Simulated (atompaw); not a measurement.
## Reading a pseudo-wave (germanium)

Columns: radius, all-electron u(r) and pseudo u(r) of the 4s shell (level -12.20 eV) of germanium in the configuration [Ar] 3d10 4s1.75 4p2.25; LDA (PW92), scalar-relativistic, PAW (atompaw) scheme, atompaw 4.2.0.5.

| r (bohr) | all-electron | pseudo |
| --- | --- | --- |
| 0.088 | 0.1198 | 0.0826 |
| 0.177 | 0.1849 | 0.1652 |
| 0.265 | -0.0443 | 0.2448 |
| 0.354 | -0.2586 | 0.3223 |
| 0.442 | -0.3499 | 0.3951 |
| 0.531 | -0.3288 | 0.4641 |
| 0.619 | -0.2342 | 0.5270 |
| 0.708 | -0.1003 | 0.5847 |
| 0.796 | 0.0447 | 0.6354 |
| 0.885 | 0.1878 | 0.6801 |
| 0.973 | 0.3170 | 0.7175 |
| 1.062 | 0.4307 | 0.7485 |
| 1.150 | 0.5250 | 0.7725 |
| 1.238 | 0.6011 | 0.7901 |
| 1.327 | 0.6609 | 0.8016 |
| 1.415 | 0.7047 | 0.8074 |
| 1.504 | 0.7353 | 0.8078 |
| 1.592 | 0.7538 | 0.8035 |
| 1.681 | 0.7624 | 0.7949 |
| 1.769 | 0.7626 | 0.7827 |
| 1.858 | 0.7557 | 0.7672 |
| 1.946 | 0.7432 | 0.7491 |
| 2.035 | 0.7261 | 0.7286 |
| 2.123 | 0.7056 | 0.7063 |
| 2.212 | 0.6821 | 0.6822 |
| 2.300 | 0.6569 | 0.6569 |

(1) How many radial nodes do the two functions have?

(2) Is the pseudo-wave norm-conserving?

Results:

(1) The all-electron 4s function has n − l − 1 = 3 (the table is too coarse to show those close to the nucleus); the pseudo-wave has 0, since the states of the same l below it are removed with the core.

(2) No, it belongs to a PAW set: the norm inside the radius is not constrained, and the difference is carried by the augmentation charge.
